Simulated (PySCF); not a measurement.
Fill in the blanks.

Compound: C4H12OSi.
SMILES: `CC(C)(C)O[SiH3]`

Conformer (atom-mapped SMILES and torsion angles): `[CH3:1][C:2]([CH3:3])([CH3:4])[O:5][SiH3:6]`: C1–C2–O5–Si6 -61°.

```csv
property,level,value
point group of the GFN2-xTB geometry,GFN2-xTB,Cs
"rotational constants A, B, C of the GFN2-xTB geometry",GFN2-xTB,?
dipole moment,PBE0/def2-SVPD,1.30 D
HOMO energy,PBE0/def2-SVPD,?
LUMO energy,PBE0/def2-SVPD,0.32 eV
lowest singlet excitation,TDDFT PBE0/def2-SVPD,?
strongest line among the 6 lowest singlet transitions,TDDFT PBE0/def2-SVPD,"S6 at 8.28 eV (150 nm, f = 0.050)"
lowest triplet excitation (Tamm–Dancoff),TDA PBE0/def2-SVPD,6.70 eV
static isotropic polarisability,PBE0/def2-SVPD,78.9 au
electronic spatial extent ⟨r²⟩ about the centre of nuclear charge,PBE0/def2-SVPD,855 bohr²
13C chemical shifts (computed TMS as zero) by class,GIAO PBE0/pcSseg-1,"72.2 (1 C), 32.3 (3 C) ppm"
1H chemical shifts (computed TMS as zero) by class,GIAO PBE0/pcSseg-1,"4.94 (3 H), 1.32 (9 H) ppm"
"isotropic shieldings of nuclei other than C and H, by class",GIAO PBE0/pcSseg-1,"276 (1 O), 403 (1 Si) ppm"
```

Gas-phase values; electronic properties from PySCF, density fitting. Isolated species at its GFN2-xTB geometry, gas phase. NMR classes are plain means over equivalent atoms (diastereotopic ones count apart unless rotation or inversion swaps them), as if these changed places fast; in this geometry the members of some classes differ.

(1) What is the HOMO energy?

(2) Give the lowest singlet excitation.

(3) Give the rotational constants A, B, C of the GFN2-xTB geometry.

Answers

(1) -7.97 eV.

(2) 6.97 eV (178 nm, f = 0.003).

(3) 4.358, 1.789, 1.789 GHz.

The principal polarisabilities are 75.1, 75.9 and 85.7 au; their mean is the isotropic value. The rotational constants make it an asymmetric top with κ = (2B − A − C)/(A − C) = -1.00, nearer the prolate limit (−1). In atomic units the dipole is 0.51 e·bohr (1 au = 2.5417 D). The polarisability is 11.69 Å³ as a volume (1 au = 0.148185 Å³), or 1.36 au for each of the 58 electrons. With B = h/(8π²I), that is 505.379 GHz u Å² over I, the principal moments of inertia are 116.0, 282.4 and 282.5 u Å² (most abundant isotopes); the inertial defect Ic − Ia − Ib is -115.9 u Å² (zero for a rigid planar frame, negative otherwise).
